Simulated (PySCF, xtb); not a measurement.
Si(H)(F)(Cl)(Me) (CH₄ClFSi), SMILES C[SiH](F)Cl.

GFN2-xTB in xtb at its own geometry gives an orbital gap of 6.59 eV and a dipole moment of 2.28 D.

Geometry: ωB97X-D3(BJ)/def2-SVP.

Problem. What does B3LYP/def2-TZVP (PySCF) give? (Estimate from the structure and the level; the computed values follow.)

Solution. gap 9.16 eV (levels -8.76 and 0.40 eV), dipole 2.15 D.
